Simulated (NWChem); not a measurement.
Everything below was run with NWChem. System: Cl2Se, charge 0, spin multiplicity 1, at a geometry optimised with B3LYP/def2-SVP. The structure started from a generated list of species. Level: EOM-CCSD/def2-SVPD, 19 core orbitals frozen.

Output (cleaned and shortened):

```
             Northwest Computational Chemistry Package (NWChem) 7.3.0
             --------------------------------------------------------

                                NWChem Input Module
                                -------------------

 Scaling coordinates for geometry "geometry" by  1.889725989
 (inverse scale =  0.529177249)

 Turning off AUTOSYM since
 SYMMETRY directive was detected!

                             Geometry "geometry" -> ""
                             -------------------------

 Output coordinates in angstroms (scale by  1.889725989 to convert to a.u.)

  No.       Tag          Charge          X              Y              Z
 ---- ---------------- ---------- -------------- -------------- --------------
    1 Se                  34.0000     0.00000000     0.00000000     0.68722900
    2 Cl                  17.0000    -1.71546600     0.00000000    -0.68722900
    3 Cl                  17.0000     1.71546600     0.00000000    -0.68722900

 Effective nuclear repulsion energy (a.u.)     322.8644175041

            Nuclear Dipole moment (a.u.)
            ----------------------------
        X                 Y               Z
 ---------------- ---------------- ----------------
     0.0000000000     0.0000000000     0.0000000000

      Symmetry information
      --------------------

 Group name             C2v
 Group number             16
 Group order               4
 No. of unique centers     2

      Symmetry unique atoms

     1    2


 Summary of "ao basis" -> "" (spherical)
 ------------------------------------------------------------------------------
       Tag                 Description            Shells   Functions and Types
 ---------------- ------------------------------  ------  ---------------------
 *                         def2-svpd                  on all atoms

 Summary of "ao basis" -> "ao basis" (spherical)
 ------------------------------------------------------------------------------
       Tag                 Description            Shells   Functions and Types
 ---------------- ------------------------------  ------  ---------------------
 Se                        def2-svpd                15       41   6s5p4d
 Cl                        def2-svpd                11       27   5s4p2d

                                 NWChem SCF Module
                                 -----------------

  ao basis        = "ao basis"
  functions       =    95
  atoms           =     3
[...]
   0.0219114265395   0.1930528888510    5.25324     0.3     0.3

 Iteration   8 using    8 trial vectors
   0.0100549456277   0.1928462762076    5.24762     0.3     0.3

 Iteration   9 using    9 trial vectors
   0.0051116485942   0.1927862993368    5.24598     0.3     0.3

 Iteration  10 using   10 trial vectors
   0.0029144243603   0.1927954511677    5.24623     0.3     0.3

 Iteration  11 using   11 trial vectors
   0.0016742903979   0.1927816495342    5.24586     0.3     0.3

 Iteration  12 using   12 trial vectors
   0.0008241289372   0.1927824830726    5.24588     0.4     0.4

 Iteration  13 using   13 trial vectors
   0.0003983816419   0.1927850536667    5.24595     0.3     0.3

 Iteration  14 using   14 trial vectors
   0.0001709960513   0.1927812403809    5.24585     0.4     0.4

 Iteration  15 using   15 trial vectors
   0.0000807918041   0.1927820483572    5.24587     0.4     0.4

 Iteration  16 using   16 trial vectors
   0.0000493628807   0.1927822555009    5.24587     0.4     0.4

 Iteration  17 using   17 trial vectors
   0.0000286170744   0.1927820520428    5.24587     0.5     0.5

 Iteration  18 using   18 trial vectors
   0.0000124505037   0.1927821445477    5.24587     0.4     0.4

 Iteration  19 using   19 trial vectors
   0.0000046688807   0.1927821198262    5.24587     0.4     0.4
 --------------------------------------------------------------
 Iterations converged
 ------------------

 Excited state root  1
 Excitation energy / hartree =        0.192782119826225
                   / eV      =        5.245870623589060
 largest EOMCCSD amplitudes: R1 and R2

 Singles contributions
    35a1  (alpha) ---    32b1  (alpha)        0.7486458476
    38a1  (alpha) ---    32b1  (alpha)        0.2159382432
    36b1  (alpha) ---    29a1  (alpha)        0.1474219924
    36b1  (alpha) ---    33a1  (alpha)       -0.4094309778
    39b1  (alpha) ---    33a1  (alpha)        0.1539756073

 Doubles contributions

 =========================================
 Excited-state calculation ( b2  symmetry)
 =========================================
 Dim. of EOMCC iter. space      500

 EOMCCSD SOLVER TYPE  1
  maxdiff =   0.37979881764134255

 No. of initial right vectors    1

 EOM-CCSD right-hand side iterations
 --------------------------------------------------------------
      Residuum       Omega / hartree  Omega / eV    Cpu    Wall
 --------------------------------------------------------------

 Iteration   1 using    1 trial vectors
   0.5223590704714   0.2195093696132    5.97316     0.5     0.5

 Iteration   2 using    2 trial vectors
   0.1225115963606   0.1157995007138    3.15107     0.3     0.3

 Iteration   3 using    3 trial vectors
   0.0611283326065   0.1080972969553    2.94148     0.4     0.4

 Iteration   4 using    4 trial vectors
   0.0304540902335   0.1044682710519    2.84273     0.4     0.4

 Iteration   5 using    5 trial vectors
   0.0099897350120   0.1036728571985    2.82108     0.3     0.3

 Iteration   6 using    6 trial vectors
   0.0044429038337   0.1035720164187    2.81834     0.3     0.3

 Iteration   7 using    7 trial vectors
   0.0023412764836   0.1035434423915    2.81756     0.3     0.3

 Iteration   8 using    8 trial vectors
   0.0014582179900   0.1035503781282    2.81775     0.4     0.4

 Iteration   9 using    9 trial vectors
   0.0006770433644   0.1035465428623    2.81765     0.4     0.4

 Iteration  10 using   10 trial vectors
   0.0002947650967   0.1035471866640    2.81766     0.4     0.4

 Iteration  11 using   11 trial vectors
   0.0001132486692   0.1035475156127    2.81767     0.4     0.4

 Iteration  12 using   12 trial vectors
   0.0000445671169   0.1035477099261    2.81768     0.4     0.4

 Iteration  13 using   13 trial vectors
   0.0000220034388   0.1035478227730    2.81768     0.4     0.4

 Iteration  14 using   14 trial vectors
   0.0000105603413   0.1035477782567    2.81768     0.4     0.4

 Iteration  15 using   15 trial vectors
   0.0000041502726   0.1035477801902    2.81768     0.4     0.4
 --------------------------------------------------------------
 Iterations converged
 ------------------

 Excited state root  1
 Excitation energy / hartree =        0.103547780190217
                   / eV      =        2.817679662031737
 largest EOMCCSD amplitudes: R1 and R2

 Singles contributions
    35a1  (alpha) ---    34b2  (alpha)       -0.8952962930
    38a1  (alpha) ---    34b2  (alpha)       -0.2370116774

 Doubles contributions

 Task  times  cpu:       38.5s     wall:       38.5s

 Total times  cpu:       38.5s     wall:       38.5s
```

Write an NWChem input that would produce this output.

Several could match; the one computed here: 
```
start mol
memory heap 100 mb stack 700 mb global 1900 mb
geometry units angstroms nocenter noautoz
  Se     0.000000     0.000000     0.687229
  Cl    -1.715466     0.000000    -0.687229
  Cl     1.715466     0.000000    -0.687229
  symmetry group C2v
end
basis spherical
  * library def2-svpd
end
scf
  rhf
  nopen 0
  maxiter 100
  thresh 1e-7
  semidirect memsize 60000000 filesize 0
end
tce
  freeze core 19
  ccsd
  nroots 1
  2eorb
  2emet 13
  thresh 1e-5
  maxiter 200
  tilesize 24
end
task tce energy
```
